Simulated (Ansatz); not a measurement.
Consider the ligand exchange at the Al–S bond: `[F][Al]([SH])[Br]` + NH₃ → `[NH2][Al]([F])[Br]` + H₂S.

Program: Ansatz. Geometries: PBE0-D4/def2-TZVP. ΔE: electronic, gas phase. CCSD(T)/CBS adds triple-zeta CCSD(T) − MP2 to the extrapolated MP2 energy (def2 sets, frozen cores). This one scheme is used for every species. Functionals use def2-TZVPP. B3LYP here is the variant with VWN-RPA as its local correlation; programs differ in this. For Br outer-core shells are correlated without core-valence functions, which leaves a few kJ/mol of doubt a bond. Scalar relativity is left out up to krypton. One conformer a species, not always the lowest.

`[F][Al]([SH])[Br]`:

```xyz
5

F    -1.302    1.694   -0.480
Al   -0.437    0.401    0.031
S     1.252   -0.224   -1.155
Br   -1.043   -0.640    1.912
H     1.529   -1.231   -0.308
```

NH₃:

Z-matrix (Å, degrees):
```
N
H 1 1.013
H 1 1.013 2 107.1
H 1 1.013 2 107.1 3 -114.5
```

`[NH2][Al]([F])[Br]`:

Cartesian coordinates in Å:
```
N -0.352 0.507 0.806
Al 0.168 -0.471 -0.544
F -0.471 -1.967 -0.759
Br 1.696 0.278 -1.996
H -1.035 0.221 1.489
H -0.007 1.432 1.003
```

H₂S:

Cartesian coordinates in Å:
```
S -0.102 -0.269 -0.549
H -0.545 0.857 0.030
H 0.646 -0.588 0.518
```

```json
{"level": "B3LYP-D4", "ΔE (kcal/mol)": "3.7"}
{"level": "CCSD/CBS(def2)", "ΔE (kcal/mol)": "3.9"}
```

**Question.** What does CCSD(T)/CBS give? (Estimate.)

**Answer.** Ansatz gave: +4.4 kcal/mol. The listed levels differ from it by -0.7, -0.5 kcal/mol.

Largest T1 diagnostic among the species: 0.010.

In def2-TZVPP, CCSD(T) changes the Hartree–Fock value by +1.1 kcal/mol (the triples alone add +0.5 kcal/mol) and MP2 by +1.6 kcal/mol. At CCSD(T), def2-SVP lies −1.6 kcal/mol from the extrapolated value and def2-TZVPP −0.7 kcal/mol. Leaving LDA and LC-ωPBE aside and taking each functional with its dispersion term where it has one, the values, not all of them listed here, spread over 3.4 kcal/mol, from CAM-B3LYP-D4 to revPBE-D4. LDA lies −1.3 kcal/mol from PBE without D4.
